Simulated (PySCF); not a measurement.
Au⁻ (gold, charge -1) across methods

[Xe] 4f14 5d10 6s2, closed-shell 1S. All numbers are calculated (PySCF 2.14, a scalar-relativistic core potential, in aug-cc-pwCVDZ-PP with ECP60MDF (6s6p5d3f, 70 functions)). The B2PLYP total includes its PT2 part (frozen core); its orbital energies are those of the SCF part.

```
   method  E (hartree)  mean ε 5p (eV)  mean ε 5d (eV)  mean ε 6s (eV)  Σ⟨r²⟩ (bohr²)   ⟨S²⟩
     PBE0    -135.7648         -56.628          -1.450          -0.068          71.35  0.000
      LDA    -135.5882         -52.806          -0.054           0.285          70.76  0.000
  wB97M-V    -135.6731         -59.321          -3.877          -1.762          71.73  0.000
   B2PLYP    -135.5671         -60.750          -2.967          -0.515          73.12  0.000
      UHF   -134.80369         -67.665          -5.740          -1.144          76.63  0.000
CAM-B3LYP    -135.7241         -57.936          -2.801          -1.105          71.68  0.000
   r2SCAN    -135.8283         -54.524          -0.091           0.367          69.99  0.000
   M06-2X    -135.6547         -59.770          -3.365          -0.585          74.79  0.000
```

Question: Estimate the same row for PBE.

Answer: E (hartree) = -135.8184; mean ε 5p (eV) = -52.872; mean ε 5d (eV) = 0.061; mean ε 6s (eV) = 0.510; Σ⟨r²⟩ (bohr²) = 71.61; ⟨S²⟩ = 0.000.

Energies and moments cover only the electrons outside the core potential. Spin-orbit coupling, which splits the p, d and f shells strongly at this Z, is absent. The outer electron is barely bound at this level, so radii and moments hang on the diffuse functions.

The highest occupied level is positive at LDA, PBE, r2SCAN: only the finite basis holds that electron, which in a density functional comes from self-interaction.
